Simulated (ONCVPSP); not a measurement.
## Pseudopotential generation for Ge: ONCV, PBE, scalar-relativistic.

| Property | Result |
| --- | --- |
| Element | germanium (Ge) |
| Generator | ONCVPSP 4.0.1 |
| Type | optimised norm-conserving Vanderbilt (ONCV) |
| Functional | PBE |
| Relativity | scalar-relativistic |
| Frozen core | [Ar] |
| Valence charge | 14 |
| Reference configuration | 3d10 4s2 4p1 (charge +1) |
| Partial waves | 4s: rc 1.75 bohr, ncon 4, nbas 8, qcut 4.5 1/bohr, 2 projectors, debl 3.8 Ha; 4p: rc 2.10 bohr, ncon 3, nbas 7, qcut 3.9 1/bohr, 2 projectors, debl 3.4 Ha; 3d: rc 1.25 bohr, ncon 4, nbas 8, qcut 14.9 1/bohr, 2 projectors, debl 2.7 Ha |
| Local potential | polynomial inside 1.05 bohr (lpopt 5, dvloc0 1 Ha) |
| Core correction | Teter function, fcfact 4.75, rcfact 1.4 |

Question: Estimate the cutoffs (Ha) at which the residual kinetic energy of the hardest occupied pseudo-wave falls to 1 and 0.1 mHa per electron.

Answer: 79 Ha and 89 Ha.

Question: Does the potential have ghost states?

Answer: No bound ghost flagged; GHOST(+) flagged for s at 42.0 eV, p at 153.6 eV.

Question: Which valence shell sets the plane-wave cutoff?

Answer: 3d: 79 Ha for 1 mHa per electron, against 9 Ha for 4s.

Question: Tests: 3d10 4s2 4p2; 3d10 4s2 4p0; 3d10 4s1 4p0; 3d10 4s1 4p3. Which has the largest error in its energy relative to the reference configuration, and how large is it?

Answer: 3d10 4s1 4p0, with +22 meV (all-electron minus pseudo) on +50.23 eV.
